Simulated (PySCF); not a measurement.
This PySCF input asks for the NMR shieldings of `C=C[CH2][AlH][CH2][SiH3]`, C₄H₁₁AlSi; the geometry comes from PBE0-D3(BJ)/def2-SVP.

```python
import basis_set_exchange as bse
import numpy as np
from pyscf import gto, dft
from pyscf.prop import nmr

atoms = """
C     1.598990    0.717500   -0.677128
C     2.024058   -0.481891   -0.028366
C     1.273483   -1.192865    0.897187
Al    0.128049   -0.742276   -1.030877
C    -1.674139   -0.222711   -0.436854
Si   -1.870898    1.213946    0.738597
H     1.046264    1.457347   -0.083129
H     2.254150    1.143202   -1.439991
H     2.834949   -1.036336   -0.521275
H     0.541091   -0.681931    1.533596
H     1.597846   -2.184428    1.217683
H     0.383283   -1.782608   -2.200064
H    -2.149167   -1.116306    0.006752
H    -2.250242    0.004890   -1.352814
H    -1.336963    2.477364    0.136268
H    -3.298088    1.461536    1.120032
H    -1.109631    0.977617    2.009715
"""
names = dict.fromkeys(["C", "Al", "Si", "H"], "pcSseg-1")
basis = {el: gto.basis.parse(bse.get_basis(n, elements=[el], fmt="nwchem")) for el, n in names.items()}
mol = gto.M(atom=atoms, basis=basis, charge=0, verbose=0)
mf = dft.RKS(mol, xc="HYB_GGA_XC_WB97X_D")
mf.grids.level = 2
mf.grids.alignment = dft.numint.BLKSIZE   # the property module wants whole blocks of grid points
mf.conv_tol = 1e-9
mf.kernel()

calc = nmr.RKS(mf)   # GIAO
C = mf.mo_coeff
Co = C[:, mf.mo_occ > 0]
resp = mf.gen_response(singlet=True, hermi=2)
def vind(x):   # induced exchange potential for any number of trial vectors
    d = np.einsum("pi,xij,qj->xpq", C, 2 * x.reshape(-1, C.shape[1], Co.shape[1]), Co, optimize=True)
    return np.einsum("xpq,pi,qj->xij", resp(d - d.transpose(0, 2, 1)), C, Co, optimize=True).ravel()
mo1, _ = nmr.rhf.solve_mo1(calc, with_cphf=vind)
sigma = calc.kernel(mo1)
for i, s in enumerate(sigma):   # ppm
    print("%2d %-2s %9.2f" % (i, mol.atom_pure_symbol(i), np.trace(s) / 3))
```

**Question.** What does it print?

**Answer.** 
```
 0 C     142.19
 1 C      19.01
 2 C     107.20
 3 Al    504.05
 4 C     211.46
 5 Si    418.62
 6 H      28.73
 7 H      28.52
 8 H      24.60
 9 H      27.31
10 H      27.19
11 H      28.29
12 H      32.06
13 H      32.33
14 H      27.52
15 H      27.28
16 H      27.54
```

These numbers come from an equivalent density-fitted implementation of the same equations, which agrees with the script to about 0.01 ppm for H and up to a few tenths of a ppm for heavy atoms, so last digits may differ.

Size and cost of the density-fitted run: 171 basis functions, 26 s wall time on 1 thread of an Arm Neoverse V1, shared host.
